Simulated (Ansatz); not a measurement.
Li₁₂F₁₂⁺ (relaxed from a model of 2x2x6 LiF rock-salt block, whose bonding it doesn't keep). Total charge 1; doublet. Geometry PBE-D4/def2-SVP, that of the neutral singlet; atoms count from 1.

```xyz
24

Li    3.365   -0.165    2.535
F     1.789    0.680    2.611
Li    0.404    0.150    1.585
F    -1.322    0.470    1.004
Li   -3.048   -0.005    0.890
F    -4.282    0.707   -0.184
F     3.623   -1.711    1.676
Li    2.281   -2.132    0.579
F     0.608   -1.485    0.633
Li   -1.056   -1.251   -0.137
F    -2.828   -1.573   -0.062
Li   -3.952   -0.809   -1.227
F     4.078    0.913    1.186
Li    2.449    1.642    1.179
F     1.128    1.305    0.012
Li   -0.645    1.427   -0.495
F    -1.852    2.058   -1.676
Li   -3.576    1.589   -1.570
Li    4.163   -0.616    0.262
F     2.891   -1.165   -0.872
Li    1.297   -0.327   -0.953
F    -0.415   -0.290   -1.649
Li   -1.682    0.496   -2.648
F    -3.419    0.092   -2.677
```

Question: Estimate the Mulliken populations from the PBE0/def2-SVP orbitals of Ansatz.

Answer: 
| atom | charge (e) | spin (α − β) |
| --- | --- | --- |
| Li1 | 0.63 | -0.01 |
| F2 | -0.52 | 0.10 |
| Li3 | 0.57 | 0.00 |
| F4 | -0.57 | 0.02 |
| Li5 | 0.65 | -0.01 |
| F6 | -0.51 | 0.14 |
| F7 | -0.50 | 0.15 |
| Li8 | 0.65 | -0.01 |
| F9 | -0.57 | 0.02 |
| Li10 | 0.57 | 0.00 |
| F11 | -0.52 | 0.11 |
| Li12 | 0.63 | -0.01 |
| F13 | -0.50 | 0.15 |
| Li14 | 0.65 | -0.01 |
| F15 | -0.57 | 0.02 |
| Li16 | 0.57 | 0.00 |
| F17 | -0.52 | 0.11 |
| Li18 | 0.63 | -0.01 |
| Li19 | 0.63 | -0.01 |
| F20 | -0.52 | 0.10 |
| Li21 | 0.57 | 0.00 |
| F22 | -0.57 | 0.02 |
| Li23 | 0.65 | -0.01 |
| F24 | -0.51 | 0.14 |
Mulliken values depend strongly on the basis.

Question: Where does the spin sit?

Answer: Summed by element: Li -0.07, F 1.07, of 1 unpaired in all. Largest on single atoms: F7 0.15, F13 0.15, F6 0.14.
